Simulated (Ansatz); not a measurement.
A nudged elastic band was laid between two geometries of BrF$_{3}$H$_{2}$OZr (8 atoms, charge 0, multiplicity 1).

Theory: RKS PBE/def2-SVP (Ansatz).

```json
{
 "movable images": "7",
 "climbing image": "yes",
 "spring": "5.0 eV/Å²",
 "optimiser": "quadratic models (default)",
 "start path": "through a guess of the saddle point",
 "force threshold": "0.03 eV/Å",
 "iteration limit": "60",
 "end points": "relaxed"
}
```

First end point:

```xyz
8
Properties=species:S:1:pos:R:3
Zr 0.418 -0.387 -0.069
O -0.652 -0.671 2.048
H -0.798 0.191 2.487
F 1.416 0.046 -1.637
F 0.026 1.404 0.526
F -1.056 -1.350 -0.802
Br 2.169 -1.812 1.153
H -0.116 -1.213 2.662
```

Last end point:

```xyz
8
Properties=species:S:1:pos:R:3
Zr 0.504 -0.219 -0.007
O -0.537 -0.464 2.129
H -1.400 -0.922 2.076
F 1.255 -0.279 -1.759
F 0.522 1.653 0.359
F -1.228 -0.958 -0.405
Br 2.267 -1.617 1.237
H 0.022 -0.988 2.739
```

Task: Which bonds break or form, and what moves?

Result: No bond is made or broken.  The two ends are copies of one structure, up to a mirror image or an exchange of like atoms.

Task: What energy profile does the band end with?

Result: The forces met the threshold. The highest image is number 4 of 0 to 8, 0.8 kcal/mol above the ends, which have the same energy within 2 meV. A vibrational analysis at the climbing image gives one clearly imaginary mode, 206i cm⁻¹: a first-order saddle point.

```tsv
image	path coordinate (Å)	energy (kcal/mol)
0	0.00	0.0
1	0.27	0.1
2	0.54	0.3
3	0.81	0.6
4	1.08	0.8
5	1.30	0.6
6	1.53	0.3
7	1.76	0.1
8	1.99	0.0
```

Task: What is the geometry of the highest image?

Result: 
```xyz
8
Properties=species:S:1:pos:R:3:forces:R:3
Zr 0.501 -0.298 -0.053 0.00 0.00 0.00
O -0.526 -0.646 2.050 0.00 0.00 0.00
H -1.385 -0.356 2.409 0.00 0.00 0.00
F 1.409 -0.133 -1.723 0.00 0.00 0.00
F 0.353 1.548 0.428 0.00 0.00 0.00
F -1.151 -1.045 -0.667 0.00 0.00 0.00
Br 2.238 -1.747 1.174 0.00 0.00 0.00
H -0.034 -1.116 2.750 0.00 0.00 0.00
```

Task: What are the harmonic wavenumbers there?

Result: 206i, 16, 105, 132, 148, 152, 177, 183, 251, 256, 306, 451, 656, 672, 672, 1515, 3683, 3796 cm⁻¹.

The band took 23 iterations and about 20 core-minutes.

Run time: 5.5 min on 4 threads of Arm Neoverse V1, on a shared host, peak memory 0.21 GiB.
